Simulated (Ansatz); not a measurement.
ZnO2H2, relaxed as a singlet with RKS PBE-D4/def2-TZVP in Ansatz, starting from the GFN1-xTB geometry. Force threshold 0.02 eV/Å.

The structure holds 1 bond(s) between oxygen atoms. Another isomer (singlet) lies 3.67 eV lower at PBE0-D4/def2-TZVP; other spin states weren't run for this one.

Start:

```csv
atom,x (Å),y (Å),z (Å)
Zn1,1.190,-0.328,-0.684
O2,-1.275,1.033,0.447
O3,-0.309,0.022,0.150
H4,2.175,-1.351,-1.083
H5,-1.781,0.624,1.170
```

| step | energy (eV) | largest force component (eV/Å) | SCF passes |
| --- | --- | --- | --- |
| 1 | -52533.7791 | 0.990 | 19 |
| 2 | -52533.9294 | 0.588 | 21 |
| 3 | -52534.1062 | 0.496 | 28 |
| 4 | -52534.2026 | 0.768 | 28 |
| 5 | -52534.2615 | 0.518 | 29 |
| 6 | -52534.2806 | 0.167 | 21 |
| 7 | -52534.2920 | 0.573 | 21 |
| 8 | -52534.3043 | 0.219 | 21 |
| 9 | -52534.3068 | 0.102 | 23 |
| 10 (rejected) | -52534.2712 | 1.829 | 29 |
| 11 | -52534.3141 | 0.261 | 22 |
| 12 | -52534.3172 | 0.452 | 22 |
| 13 | -52534.3201 | 0.099 | 23 |
| 14 | -52534.3206 | 0.036 | 22 |
| 15 | -52534.3208 | 0.013 | 23 |

Force components are those of the run's own axes.

End:

```xyz
5

Zn    0.8364   -0.6341   -0.4553
O    -1.0411    0.8433    0.1484
O    -0.8479   -0.6394    0.2624
H     2.2307   -0.6312   -1.0463
H    -1.1781    1.0614    1.0907
```

By distances, no bond broke or formed. The bond that changes most is Zn1–O3, from 1.75 to 1.83 Å (atoms count from 1).

No frequencies were taken in this run, so the end may be a saddle point.

Hardware: 4 threads of Arm Neoverse V1 on a shared host. Wall time 15 s.
